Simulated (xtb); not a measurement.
HfO$_{2}$, charge -1, doublet, at a GFN2-xTB geometry (such geometries of metal compounds can be far from the true shape) (the multiplicity is a formal guess); GFN0-xTB in xtb.

xtb was given this input:
```
$ xtb mol.xyz --gfn 0 --chrg -1 --uhf 1 --json

# file mol.xyz
3

Hf     0.07930449    -0.00091257     0.09359019
O      0.87529993     0.28197236    -1.46253691
O     -1.58904031    -0.27375928     0.62022524
```

The log (banner, timings and long lists left out):

```
   ID    Z sym.   atoms
    1   72 Hf     1
    2    8 O      2, 3

           -------------------------------------------------
          |                Calculation Setup                |
           -------------------------------------------------

           -------------------------------------------------
          |                 G F N 0 - x T B                 |
           -------------------------------------------------

          ...................................................
          :                      SETUP                      :
          :.................................................:
          :  # basis functions                  18          :
          :  # atomic orbitals                  17          :
          :  # shells                            7          :
          :  # electrons                        17          :
          :  electronic temp.          300.0000000     K    :
          :  accuracy                    1.0000000          :
          :  -> integral cutoff          0.2500000E+02      :
          :  -> integral neglect         0.1000000E-07      :
          ...................................................

         :::::::::::::::::::::::::::::::::::::::::::::::::::::
         ::                     SUMMARY                     ::
         :::::::::::::::::::::::::::::::::::::::::::::::::::::
         :: total energy              -9.600310320242 Eh    ::
         :: gradient norm              0.020941029477 Eh/a0 ::
         :: HOMO-LUMO gap              0.347642778708 eV    ::
         ::.................................................::
         :: H0 energy                 -8.192653383921 Eh    ::
         :: repulsion energy           0.034395234632 Eh    ::
         :: electrostat energy        -1.441485594591 Eh    ::
         :: -> Gsolv                   0.000000000000 Eh    ::
         ::    -> Gsasa                0.000000000000 Eh    ::
         ::    -> Gshift               0.000000000000 Eh    ::
         :: dispersion energy         -0.000566576362 Eh    ::
         :: short-range corr.          0.000000000000 Eh    ::
         :: add. restraining           0.000000000000 Eh    ::
         :: total charge              -1.000000000000 e     ::
         :::::::::::::::::::::::::::::::::::::::::::::::::::::

           -------------------------------------------------
          |                Property Printout                |
           -------------------------------------------------

    * Orbital Energies and Occupations

         #    Occupation            Energy/Eh            Energy/eV
      -------------------------------------------------------------
         1        2.0000           -0.7067352             -19.2312
         2        2.0000           -0.6472104             -17.6115
         3        2.0000           -0.4332474             -11.7893
         4        2.0000           -0.4324131             -11.7666
         5        2.0000           -0.4322326             -11.7616
         6        2.0000           -0.4308307             -11.7235
         7        2.0000           -0.4301952             -11.7062
         8        2.0000           -0.4278230             -11.6417
         9        0.9988           -0.3112759              -8.4702 (HOMO)
        10        0.0012           -0.2985003              -8.1226 (LUMO)
        11        0.0000           -0.2937205              -7.9925
        12                         -0.2685712              -7.3082
        13                         -0.2262196              -6.1557
        14                         -0.0436150              -1.1868
        15                         -0.0143407              -0.3902
        16                          0.2149830               5.8500
        17                          0.2278856               6.2011
      -------------------------------------------------------------
                  HL-Gap            0.0127756 Eh            0.3476 eV
             Fermi-level            0.0000000 Eh            0.0000 eV

     #   Z          covCN         q      C6AA      α(0)
     1  72 Hf       1.398     1.227   486.785    62.989
     2   8 O        0.699    -1.113    42.897     8.784
     3   8 O        0.699    -1.113    42.897     8.784

 Mol. C6AA /au·bohr⁶  :       1149.808098
 Mol. C8AA /au·bohr⁸  :     133207.304370
 Mol. α(0) /au        :         80.557745

Wiberg/Mayer (AO) data.
largest (>0.10) Wiberg bond orders for each atom

 ---------------------------------------------------------------------------
     #   Z sym  total        # sym  WBO       # sym  WBO       # sym  WBO
 ---------------------------------------------------------------------------
     1  72 Hf   2.027 --     3 O    1.014     2 O    1.014
     2   8 O    1.046 --     1 Hf   1.014
     3   8 O    1.046 --     1 Hf   1.014
 ---------------------------------------------------------------------------

Topologies differ in total number of bonds
Writing topology from bond orders to xtbtopo.mol

 dipole moment from electron density (au)
     X       Y       Z
   2.7171  -0.0313   3.2066  total (Debye):   10.683

           -------------------------------------------------
          | TOTAL ENERGY               -9.600310320242 Eh   |
          | GRADIENT NORM               0.020941029477 Eh/α |
          | HOMO-LUMO GAP               0.347642778708 eV   |
           -------------------------------------------------

normal termination of xtb
```
